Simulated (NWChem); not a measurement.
System: C$_{2}$H$_{6}$OSe; SMILES CO[Se]C

```xyz
10

Se    -0.4560     0.5227    -0.0481
C      1.3729     1.2086     0.0599
H      1.3194     2.2810    -0.2171
H      2.0457     0.6861    -0.6465
H      1.7442     1.1150     1.0977
O     -0.1338    -1.1668     0.6164
C      0.3162    -2.1038    -0.3503
H      1.3064    -1.8344    -0.7875
H      0.4277    -3.0688     0.1880
H     -0.4053    -2.2444    -1.1868
```
Atoms are numbered in this order, from 1.

All runs: NWChem. Pople sets run with spherical d functions. All runs use the structure optimised with PBE-D3(BJ)/def2-SVP. Ions are spin-unrestricted doublets at the neutral geometry; other ion states weren't tried. Functional: LC-ωPBE (HJS hole) with 6-31G*; rows give the range parameter ω in 1/bohr.

For range parameter (1/bohr) 0.15:

```yaml
"−ε(HOMO) (eV)": 7.05
```

Task: How do the values read with range parameter (1/bohr) 0.20 instead?

Result: The −ε(HOMO) (eV) comes out as 7.59.
